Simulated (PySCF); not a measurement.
# What a mistake does to a calculation on B2H6Si2

Calculated results; nothing here was measured. They come from PySCF 2.14.0, an open-source quantum chemistry program, on an isolated molecule that a program drew, which may never have been made. The molecule is B2H6Si2 (charge 0, singlet), drawn as the SMILES string `BB[SiH2][SiH]`.

Each row is a Hartree-Fock (HF) and frozen-core CCSD(T) single point in the cc-pV(D+d)Z basis, meant for a local HF minimum. Run 1 is clean. Each other run has one planted mistake out of seven kinds, and not every kind appears here: one electron removed, one electron added, multiplicity raised by two, geometry at a saddle point, minimal basis STO-3G, one bond length entered in bohr, all coordinates scaled. The reference is restricted for singlets and unrestricted otherwise, and also for a bond in bohr. Adding or removing an electron swaps singlet and doublet. Electrons count all cores. HOMO and LUMO are orbital energies over both spins, the gradient is its largest component, and the lowest frequency (negative if imaginary) is given only where the gradient is small. Bond lengths are over the 9 bonds as drawn. T1 is the CCSD diagnostic: over 0.02 (restricted) or 0.045 (unrestricted) a single reference is doubtful.

Geometry of the clean run:
```xyz
10
B2H6Si2, angstrom
B    -1.8259   -1.7382    0.4205
B    -0.6667   -0.7869    1.1568
Si    0.4149    0.6173    0.1443
Si    2.6781   -0.1830   -0.1783
H    -1.5452   -2.7633   -0.1439
H    -2.9831   -1.4069    0.4103
H    -0.3988   -0.9292    2.3228
H    -0.1183    0.8817   -1.2240
H     0.4101    1.9114    0.8770
H     2.1948   -1.4773   -0.8057
```

| run | electrons | basis functions | <S^2> | HOMO (eV) | LUMO (eV) | gradient (hartree/bohr) | lowest frequency (cm^-1) | mean bond (Å) | longest bond (Å) | T1 | HF (hartree) | CCSD(T) (hartree) | mistake |
|---|---|---|---|---|---|---|---|---|---|---|---|---|---|
| 1 | 44 | 104 | 0.000 | -8.46 | -0.04 | 4.1e-05 | 53 | 1.5825 | 2.422 | 0.0185 | -630.61461 | -631.04334 | no fault |
| 2 | 44 | 104 | 0.000 | -8.46 | -0.08 | 1.8e-02 | - | 1.6379 | 2.507 | 0.0181 | -630.60626 | -631.03653 | all coordinates scaled |
| 3 | 44 | 34 | 0.000 | -5.49 | 5.50 | 4.1e-02 | - | 1.5825 | 2.422 | 0.0119 | -623.31970 | -623.51346 | ? |
| 4 | 45 | 104 | 0.768 | -1.85 | 5.60 | 1.2e-02 | - | 1.5825 | 2.422 | 0.0285 | -630.64790 | -631.09301 | ? |

**Which mistake was planted in run 3, and what did it cost?**

It has 34 basis functions where the clean run has 104, with the same electrons and geometry. So the mistake is: minimal basis STO-3G. Subtracting run 1 and multiplying by 627.51 kcal/mol a hartree, the energy moved by 4577.6 kcal/mol in HF and 4725.1 kcal/mol in CCSD(T).

**Which mistake was planted in run 4, and what did it cost?**

It counts 45 electrons, one more than the clean run, at the same geometry and basis. So the mistake is: one electron added. Subtracting run 1 and multiplying by 627.51 kcal/mol a hartree, the energy moved by -20.9 kcal/mol in HF and -31.2 kcal/mol in CCSD(T).

